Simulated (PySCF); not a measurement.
Predicted spectroscopic data

How the numbers were obtained: structure optimised with GFN2-xTB, σ from GIAO-PBE0/pcSseg-1, in PySCF 2.14.0 with density-fitted response routines (non-relativistic, one conformer, fast rotation and ring inversion assumed for equivalent nuclei, isolated molecule).

Shifts are taken against calculated references (same method and geometry level): ¹H (σ = 31.72 ppm) and ¹³C (σ = 186.93 ppm) against TMS. Where no couplings were computed, multiplicities follow the n + 1 count of equivalent neighbours, and m marks all less simple cases (inequivalent or close neighbours, rings, F or P nearby). Shifts are as computed. Against solution values, carbons near 30 ppm lie about +3 ppm off and those near 130 ppm about +5 ppm; carbons on Cl a further +6 ppm. Of 1211 compounds with measured shifts, 218 miss one by over three times the rms of a fit or turn the order of signals round; such compounds aren't used in these exercises. Carbons bonded to Cl come out too deshielded.

**1.** `Cn1nncc1C(C)(C)C`, C₇H₁₃N₃. ¹H NMR (400 MHz, computed): δ 7.50 (s, 1H), 4.27 (s, 3H), 1.44 (s, 9H). ¹³C{¹H} NMR (computed): δ 151.2, 135.5, 37.9, 31.8, 30.9.

**2.** 1-chloro-3-methyl-2-butene (SMILES C(=C(C)C)CCl). ¹H NMR (400 MHz, computed): δ 5.97 (t, 1H), 4.09 (d, 2H), 1.98 (s, 3H), 1.95 (s, 3H). ¹³C{¹H} NMR (computed): δ 153.4 (C), 128.2 (CH), 46.5 (CH2), 30.1 (CH3), 18.7 (CH3).
